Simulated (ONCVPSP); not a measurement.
Transferability test, ONCV potential for Al (Z = 13)

```json
{
 "Element": "Al (Z = 13)",
 "Generator": "ONCVPSP 4.0.1",
 "Type": "optimised norm-conserving Vanderbilt (ONCV)",
 "Functional": "PBE",
 "Relativity": "scalar-relativistic",
 "Frozen core": "[Ne]",
 "Valence charge": "3",
 "Reference configuration": "3s2 3p0.5 (charge +0.5)",
 "Partial waves": "3s: rc 2.00 bohr, ncon 4, nbas 7, qcut 2.8 1/bohr, local; 3p: rc 2.65 bohr, ncon 4, nbas 9, qcut 3.5 1/bohr, 2 projectors, debl 2.9 Ha; d scattering state at 0.03 Ha: rc 2.70 bohr, ncon 4, nbas 9, qcut 3 1/bohr, 3 projectors, debl 2.5 Ha",
 "Local potential": "the s channel",
 "Core correction": "Teter function, fcfact 2, rcfact 1.15"
}
```

Energies are relative to the spin-unpolarised reference configuration 3s2 3p0.5; without spin polarisation the order of configurations can differ from experiment.

```
valence configuration  charge  ΔE all-electron (eV)  error AE − PS (meV)
              3s2 3p0      +1                 3.676                 -0.8
              3s1 3p0      +2                22.901                  +15
              3s0 3p3       0                 8.365                  +11
```

Question: What are ΔE and the potential's error for 3s2 3p1?

Answer: ΔE = -2.086 eV all-electron; the error (AE − PS) is -0.3 meV.
